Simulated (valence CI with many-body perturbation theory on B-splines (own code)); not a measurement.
**Level structure of Ar¹³⁺**

Calculated by valence CI with perturbative core correlation (CI+MBPT): three valence electrons over a frozen Dirac-Fock core [He], radial functions for each j: 11 s, 11 p, 10 d, 8 f, 5 g, 2 h, with the one-electron correlation potential Σ1 (screened to all orders), the two-electron term Σ2, the three-electron term Σ3, Breit, model QED; selected single and double excitations, second order for the rest, scaled by the run's own slope (own B-spline code, finite nucleus).

No measured levels were compared; by estimate levels of excited configurations hold to 0.05 to 0.15 % of their energy, terms of the ground configuration to about 0.5 %.

Levels 136 to 180 of 192, with energies above the lowest level, 2s²2p ²P°_1/2. "Leading %" is the weight of the configuration and term that name the level; weights of strongly mixed levels are sums over their largest components and can fall short. In the jj column 3d3/2^4 stands for four electrons in 3d with j = 3/2. Lifetimes count E1, E2, E3, M1 and M2 decay at the calculated energies, and are blank where another channel may lead or the interval is too uncertain; long ones can be off by a factor of two.

```csv
No.,Configuration,Term,J,E (eV),Leading %,Lifetime,Second component,Leading jj
136,2s2p4s,⁴P°,5/2,605.92,99,3.17 ps,,2s 2p3/2 4s (99 %)
137,2s2p4s,²P°,3/2,607.78,94,2.94 ps,5 % 2s2p4s ⁴P°,2s 2p3/2 4s (96 %)
138,2s2p4p,⁴D,1/2,608.37,80,3.93 ps,17 % 2s2p4p ²P,2s 2p1/2 4p1/2 (96 %)
139,2s2p4p,⁴D,3/2,608.96,90,6.26 ps,5 % 2s2p4p ⁴P,2s 2p1/2 4p1/2 (41 %)
140,2s2p4p,²P,3/2,609.68,42,2.22 ps,29 % 2s2p4p ⁴S,2s 2p1/2 4p3/2 (57 %)
141,2s2p4p,⁴D,5/2,609.81,87,6.64 ps,10 % 2s2p4p ⁴P,2s 2p1/2 4p3/2 (62 %)
142,2s2p4p,²P,1/2,609.90,75,1.50 ps,15 % 2s2p4p ⁴D,2s 2p1/2 4p3/2 (62 %)
143,2s2p4p,⁴P,1/2,610.63,88,5.71 ps,5 % 2s2p4p ²S,2s 2p1/2 4p1/2 (64 %)
144,2s2p4p,²D,3/2,610.96,30,1.93 ps,26 % 2s2p4p ⁴S,2s 2p1/2 4p3/2 (54 %)
145,2s2p4p,⁴D,7/2,611.47,100,7.25 ps,,2s 2p3/2 4p3/2 (100 %)
146,2s2p4p,⁴P,3/2,612.18,40,2.54 ps,26 % 2s2p4p ²D,2s 2p3/2 4p1/2 (86 %)
147,2s2p4p,⁴P,5/2,612.35,81,5.77 ps,12 % 2s2p4p ⁴D,2s 2p3/2 4p1/2 (57 %)
148,2s2p4p,²D,3/2,612.41,35,2.02 ps,29 % 2s2p4p ⁴S,2s 2p3/2 4p3/2 (79 %)
149,2s2p4d,⁴F°,3/2,613.00,89,2.46 ps,5 % 2s2p4d ⁴D°,2s 2p1/2 4d3/2 (90 %)
150,2s2p4d,⁴F°,5/2,613.42,83,1.77 ps,14 % 2s2p4d ⁴D°,2s 2p1/2 4d5/2 (50 %)
151,2s2p4p,²D,5/2,613.57,90,1.34 ps,9 % 2s2p4p ⁴P,2s 2p3/2 4p3/2 (67 %)
152,2s2p4d,⁴F°,7/2,614.14,80,1.60 ps,17 % 2s2p4d ⁴D°,2s 2p1/2 4d5/2 (62 %)
153,2s2p4d,⁴P°,5/2,614.53,45,796 fs,23 % 2s2p4d ⁴D°,2s 2p1/2 4d5/2 (63 %)
154,2s2p4p,²S,1/2,614.71,91,1.34 ps,5 % 2s2p4p ²P,2s 2p3/2 4p3/2 (82 %)
155,2s2p4d,⁴D°,3/2,614.79,62,602 fs,24 % 2s2p4d ⁴P°,2s 2p1/2 4d5/2 (38 %)
156,2s2p4d,⁴D°,1/2,614.90,90,513 fs,7 % 2s2p4d ⁴P°,2s 2p1/2 4d3/2 (67 %)
157,2s2p4d,²D°,3/2,615.47,73,958 fs,13 % 2s2p4d ²P°,2s 2p1/2 4d3/2 (33 %)
158,2s2p4d,⁴F°,9/2,615.68,100,3.51 ps,,2s 2p3/2 4d5/2 (100 %)
159,2s2p4d,²D°,5/2,615.97,54,795 fs,22 % 2s2p4d ²F°,2s 2p1/2 4d5/2 (32 %)
160,2s2p4f,⁴G,5/2,616.41,50,1.76 ps,28 % 2s2p4f ⁴F,2s 2p1/2 4f5/2 (96 %)
161,2s2p4d,⁴D°,7/2,616.46,80,590 fs,18 % 2s2p4d ⁴F°,2s 2p3/2 4d5/2 (64 %)
162,2s2p4f,⁴F,7/2,616.47,39,1.78 ps,24 % 2s2p4f ⁴G,2s 2p1/2 4f7/2 (95 %)
163,2s2p4d,⁴D°,5/2,616.81,50,630 fs,42 % 2s2p4d ⁴P°,2s 2p3/2 4d3/2 (57 %)
164,2s2p4d,⁴P°,3/2,617.00,72,700 fs,27 % 2s2p4d ⁴D°,2s 2p3/2 4d3/2 (82 %)
165,2s2p4d,⁴P°,1/2,617.10,92,783 fs,7 % 2s2p4d ⁴D°,2s 2p3/2 4d3/2 (95 %)
166,2s2p4f,⁴F,3/2,617.11,84,1.76 ps,9 % 2s2p4f ⁴D,2s 2p1/2 4f5/2 (68 %)
167,2s2p4f,⁴F,9/2,617.19,51,1.78 ps,38 % 2s2p4f ⁴G,2s 2p1/2 4f7/2 (70 %)
168,2s2p4f,²F,5/2,617.22,38,1.75 ps,38 % 2s2p4f ⁴F,2s 2p1/2 4f7/2 (54 %)
169,2s2p4f,²F,7/2,617.27,43,1.77 ps,34 % 2s2p4f ⁴G,2s 2p1/2 4f5/2 (68 %)
170,2s2p4f,⁴G,5/2,617.66,39,1.78 ps,32 % 2s2p4f ²D,2s 2p1/2 4f5/2 (55 %)
171,2s2p4f,²G,7/2,617.67,41,1.84 ps,32 % 2s2p4f ⁴D,2s 2p1/2 4f7/2 (70 %)
172,2s2p4d,²F°,5/2,617.89,71,665 fs,23 % 2s2p4d ²D°,2s 2p3/2 4d5/2 (57 %)
173,2s2p4d,²P°,3/2,618.79,85,763 fs,10 % 2s2p4d ²D°,2s 2p3/2 4d5/2 (69 %)
174,2s2p4d,²F°,7/2,619.07,97,559 fs,,2s 2p3/2 4d3/2 (55 %)
175,2s2p4f,⁴G,9/2,619.17,51,1.76 ps,47 % 2s2p4f ⁴F,2s 2p3/2 4f7/2 (76 %)
176,2s2p4f,⁴F,7/2,619.24,36,1.77 ps,27 % 2s2p4f ⁴G,2s 2p3/2 4f5/2 (92 %)
177,2s2p4f,⁴G,11/2,619.43,100,1.76 ps,,2s 2p3/2 4f7/2 (100 %)
178,2s2p4f,⁴D,5/2,619.46,41,1.76 ps,31 % 2s2p4f ⁴F,2s 2p3/2 4f5/2 (95 %)
179,2s2p4f,²F,7/2,619.47,38,1.79 ps,30 % 2s2p4f ⁴D,2s 2p3/2 4f7/2 (93 %)
180,2s2p4d,²P°,1/2,619.52,96,726 fs,,2s 2p3/2 4d5/2 (90 %)
```

Names give the largest LS component (configuration and term), which can be under half, so a name can repeat, a term be missing and a line seem to break the LS rules; names also repeat where a configuration has a term twice.

Where two levels of one J and parity lie close, their mixing, g and order are uncertain.
